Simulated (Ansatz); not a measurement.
One change: `[F][In]([F])[O][SiH3]` becomes `[F][In]([Cl])[O][SiH3]`.

Ansatz, PBE0-D4/def2-TZVP geometries, multiplicity 1. Each molecule was computed in one conformer, which needn't be the lowest.

Elements past krypton have def2 core potentials.

```
                                      property  `[F][In]([F])[O][SiH3]`
          HOMO–LUMO gap (PBE0/def2-TZVPP) / eV                     6.01
size of the dipole moment (PBE/def2-TZVPP) / D                     1.35
           HOMO energy (B3LYP/def2-TZVPP) / eV                    -8.86
            HOMO energy (PBE0/def2-TZVPP) / eV                    -9.05
            LUMO energy (PBE0/def2-TZVPP) / eV                    -3.05
           LUMO energy (B3LYP/def2-TZVPP) / eV                    -3.42
```

Q: Give the same properties after the change, and the shifts. (Best estimate.)

A: Computed: 
| property | `[F][In]([Cl])[O][SiH3]` | shift |
| --- | --- | --- |
| HOMO–LUMO gap (PBE0/def2-TZVPP) / eV | 6.03 | 0.02 |
| size of the dipole moment (PBE/def2-TZVPP) / D | 0.95 | -0.40 |
| HOMO energy (B3LYP/def2-TZVPP) / eV | -8.69 | 0.17 |
| HOMO energy (PBE0/def2-TZVPP) / eV | -8.89 | 0.16 |
| LUMO energy (PBE0/def2-TZVPP) / eV | -2.86 | 0.19 |
| LUMO energy (B3LYP/def2-TZVPP) / eV | -3.20 | 0.22 |

Dipoles are sizes alone; their direction can turn.

B3LYP here is the variant with VWN-RPA as its local correlation; programs differ in this.
